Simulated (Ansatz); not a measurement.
Ligand exchange: C4H9Br + NaSH → C4H10S + NaBr

Species: C4H9Br (2-bromo-2-methylpropane) `CC(C)(C)Br`, singlet; NaSH `[Na][SH]`, singlet; C4H10S (2-methyl-2-propanethiol) `CC(C)(C)S`, singlet; NaBr, singlet. The partners trade Br for SH: C–Br and Na–SH bonds give way to C–SH and Na–Br.

Shapes, held fixed at every level: PBE0-D4/def2-TZVP. Flexible molecules stand in one conformer, not always the lowest. Programs: Ansatz 0.2.0. The zero-point and thermal change to 298 K, harmonic and unscaled (PBE0-D4/def2-TZVP), is +4.0 kJ/mol.

```
               level                    kind  ΔH(298 K) (kJ/mol)  less CCSD(T)/def2-TZVPP
    SPW92/def2-TZVPP                     LDA               -82.9                     +4.0
r2SCAN-D4/def2-TZVPP                meta-GGA               -89.4                     -2.5
 BHLYP-D4/def2-TZVPP           global hybrid               -95.4                     -8.5
  PBE0-D4/def2-TZVPP           global hybrid               -90.0                     -3.1
  wB97M-V/def2-TZVPP  range-separated hybrid               -91.0                     -4.1
        MP2/def2-SVP     perturbation theory              -108.8                    -21.9
    CCSD(T)/def2-SVP   coupled cluster or CI              -106.5                    -19.6
  CCSD(T)/def2-TZVPP   coupled cluster or CI               -86.9                      0.0
```

The highest level, CCSD(T)/def2-TZVPP, gives ΔH(298 K) = -86.9 kJ/mol; the levels span -108.8 to -82.9. The column of differences is taken from that level and isn't an error. No measured value is set beside it here. Relativity is left out for Br. Outer-core shells of Br, Na are correlated in most correlated rows, in sets that cover them unevenly.
